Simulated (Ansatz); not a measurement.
Consider the cleavage of the Sn–Si bond: `[SiH3][SnH3]` + `FCS` → `FC[S][SnH3]` + SiH₄.

Program: Ansatz. Geometries: PBE0-D4/def2-TZVP. ΔE: electronic, gas phase. CCSD(T)/CBS is the MP2 limit (def2-TZVPP, def2-QZVPP) plus CCSD(T) − MP2 in def2-TZVPP, frozen cores. This one scheme is used for every species. Functionals use def2-TZVPP. B3LYP here is the variant with VWN-RPA as its local correlation; programs differ in this. def2 core potentials past Kr. For Sn outer-core shells are correlated without core-valence functions, which leaves a few kJ/mol of doubt a bond. One conformer a species, not always the lowest.

| level | ΔE (kcal/mol) | difference from CCSD(T)/CBS |
| --- | --- | --- |
| PBE-D4 | -5.5 | 2.2 |
| r2SCAN-D4 | -6.8 | 0.9 |
| PBE0-D4 | -5.6 | 2.1 |
| B3LYP-D4 | -7.5 | 0.2 |
| ωB97X-V | -7.2 | 0.5 |
| PBE | -4.9 | 2.8 |
| r2SCAN | -6.6 | 1.1 |
| PBE0 | -5.1 | 2.6 |
| B3LYP | -6.5 | 1.2 |
| HF/def2-TZVPP | -8.6 | -0.9 |
| CCSD(T)/def2-TZVPP | -7.1 | 0.6 |
| HF/def2-QZVPP | -8.7 | -1.0 |
| MP2/def2-QZVPP | -8.7 | -1.0 |
| SCS-MP2/def2-QZVPP | -8.9 | -1.2 |
| HF/CBS(def2) | -8.7 | -1.0 |
| CCSD/CBS(def2) | -7.4 | 0.3 |
| CCSD(T)/CBS | -7.7 | 0 |

Largest T1 diagnostic among the species: 0.013.

The D4 term adds −1.0 kcal/mol with B3LYP and −0.5 kcal/mol with PBE0; it sums over pairs of atoms, weighted by their polarisabilities, and B3LYP, whose exchange is more repulsive, gets the larger term.
